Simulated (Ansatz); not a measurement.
Start from `C[Si](O)(O)Br` and change one atom or group to get `C[Si](O)(Br)O[SiH3]`.

Ansatz, PBE0-D4/def2-TZVP geometries, multiplicity 1. Each molecule was computed in one conformer, which needn't be the lowest.

Scalar relativity is left out up to krypton.

| property | `C[Si](O)(O)Br` |
| --- | --- |
| HOMO–LUMO gap (B3LYP/def2-TZVPP) / eV | 8.36 |
| HOMO energy (B3LYP/def2-TZVPP) / eV | -8.14 |
| HOMO energy (PBE/def2-TZVPP) / eV | -7.06 |
| HOMO–LUMO gap (PBE0/def2-TZVPP) / eV | 9.00 |
| LUMO energy (ωB97M-V/def2-TZVPP) / eV | 2.05 |
| LUMO energy (PBE0/def2-TZVPP) / eV | 0.59 |

Question: What does the change do to each property? (An estimate is asked.)

Answer: Ansatz gave: 
```
                             property  `C[Si](O)(Br)O[SiH3]`  shift
HOMO–LUMO gap (B3LYP/def2-TZVPP) / eV                   7.94  -0.42
  HOMO energy (B3LYP/def2-TZVPP) / eV                  -8.14   0.00
    HOMO energy (PBE/def2-TZVPP) / eV                  -7.06   0.00
 HOMO–LUMO gap (PBE0/def2-TZVPP) / eV                   8.46  -0.54
LUMO energy (ωB97M-V/def2-TZVPP) / eV                   1.62  -0.43
   LUMO energy (PBE0/def2-TZVPP) / eV                   0.05  -0.54
```

B3LYP here is the variant with VWN-RPA as its local correlation; programs differ in this.

Spin–orbit coupling is left out; it splits and shifts lone-pair levels of the heavy atoms by tenths of an eV.
